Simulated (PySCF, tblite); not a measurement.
Isomers of C7H13PSi, one GFN2-xTB conformer each. Single-point energies are computed at PBE0/pcSseg-1 (PySCF, gas phase, no added dispersion term), electronic only.

```tsv
SMILES	GFN2-xTB relative energy (kcal/mol)
C#CP(C1CC1)[SiH](C)C	39.5
C=CC(=C)[Si@H](P)C1CC1	31.9
CCP1C=CC([SiH3])C=C1	0.0
```

Conformers: `[CH:1]#[C:2][P:3]([CH:4]1[CH2:5][CH2:6]1)[SiH:7]([CH3:8])[CH3:9]` with C2–P3–C4–C5 -30°, C2–P3–Si7–C8 -177°; `[CH2:1]=[CH:2][C:3](=[CH2:4])[Si@H:5]([PH2:6])[CH:7]1[CH2:8][CH2:9]1` with C1–C2–C3–C4 179°, C2–C3–Si5–P6 -50°, C3–Si5–P6–H -121° and -28°, C3–Si5–C7–C8 -84°; `[CH3:1][CH2:2][P:3]1[CH:4]=[CH:5][CH:6]([SiH3:7])[CH:8]=[CH:9]1` with C1–C2–P3–C4 80°, C2–P3–C4–C5 134°, C4–C5–C6–Si7 86°, C5–C6–C8–C9 35°, C2–P3–C9–C8 -135°.

What does PBE0/pcSseg-1 give for the same structures?

```csv
SMILES,PBE0/pcSseg-1 E (Eh),PBE0/pcSseg-1 (kcal/mol),GFN2-xTB (kcal/mol),point group
CCP1C=CC([SiH3])C=C1,-904.72389,0.0,0.0,C1
C=CC(=C)[Si@H](P)C1CC1,-904.70189,13.8,31.9,C1
C#CP(C1CC1)[SiH](C)C,-904.69385,18.8,39.5,C1
```

Both levels put the same isomer lowest; measured from each level's own lowest isomer, the values differ by up to 20.7 kcal/mol (C#CP(C1CC1)[SiH](C)C: 39.5 against 18.8). As drawn, the lowest has a C=C bond outside aromatic rings, which the highest lacks; the highest has a three-membered ring and a C≡C bond, which the lowest lacks.

Which frontier levels, dipoles and rotational constants go with these structures?

```
                SMILES  HOMO (eV, PBE0/pcSseg-1)  LUMO (eV)  dipole (D)       A, B, C (MHz)
  CCP1C=CC([SiH3])C=C1                     -5.98      -0.09        1.30  2606, 682.3, 649.2
C=CC(=C)[Si@H](P)C1CC1                     -6.89      -1.02        1.91  1482, 862.2, 601.1
  C#CP(C1CC1)[SiH](C)C                     -6.39      -0.07        1.20  1607, 886.3, 671.6
```

What happens when harmonic zero-point energies from GFN2-xTB frequencies are added?

| SMILES | ZPE (kcal/mol) | electronic (kcal/mol) | with ZPE (kcal/mol) |
| --- | --- | --- | --- |
| CCP1C=CC([SiH3])C=C1 | 107.4 | 0.0 | 0.0 |
| C=CC(=C)[Si@H](P)C1CC1 | 107.3 | 13.8 | 13.7 |
| C#CP(C1CC1)[SiH](C)C | 108.3 | 18.8 | 19.8 |

The zero-point energies span 1.0 kcal/mol. The order is unchanged.
